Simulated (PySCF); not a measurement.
Molecular orbitals of RbTe

LC-ωPBE at R = 3.349 Å; Rb def2-SVP with ECP28, Te def2-SVP with ECP28; scalar-relativistic core potentials (PySCF 2.14). State: ²Π (doublet), unpaired electrons π ↑. Only the outer orbitals are listed, counted within each symmetry, core potentials removing the inner ones.

```tsv
spin	orbital	occ.	ε (eV)	on Rb (%)	main shells (%)
α	4σ	1	-39.08	100	100 Rb s
α	3π	1	-21.43	100	100 Rb p
α	3π	1	-21.40	100	100 Rb p
α	5σ	1	-21.32	98	98 Rb p
α	6σ	1	-17.69	4	96 Te s
α	4π	1	-7.83	3	97 Te p
α	7σ	1	-7.03	7	92 Te p
α	4π	1	-6.70	5	95 Te p
α	8σ	0	-0.46	99	74 Rb s, 24 Rb p
α	5π	0	0.55	100	84 Rb p, 15 Rb d
α	5π	0	0.58	100	82 Rb p, 18 Rb d
β	4σ	1	-39.08	100	100 Rb s
β	3π	1	-21.42	100	100 Rb p
β	3π	1	-21.40	100	100 Rb p
β	5σ	1	-21.31	99	98 Rb p
β	6σ	1	-16.47	4	96 Te s
β	7σ	1	-6.73	8	91 Te p
β	4π	1	-6.39	6	94 Te p
β	8σ	0	-0.46	99	73 Rb s, 25 Rb p
β	4π	0	0.16	42	58 Te p, 38 Rb p
β	5π	0	0.58	100	82 Rb p, 18 Rb d
```

Which are the highest filled and the lowest empty level, where do they sit, and how wide is the gap?

Highest filled β 4π at -6.39 eV (in %: 94 Te p); lowest empty α 8σ at -0.46 eV (in %: 74 Rb s, 24 Rb p); the gap at LC-ωPBE is 5.93 eV.

The bond order (Mayer) is 0.61. The ⟨S²⟩ is 0.754, the charge on Rb (Mulliken, basis-dependent) is 0.68 and the charge on Rb (Löwdin, basis-dependent) is 0.41. The dipole moment (positive dipole means Rb(−)Te(+)) is -12.23 D.

Spin–orbit coupling is left out. The state was picked by a PBE0 search and need not be the measured ground state.
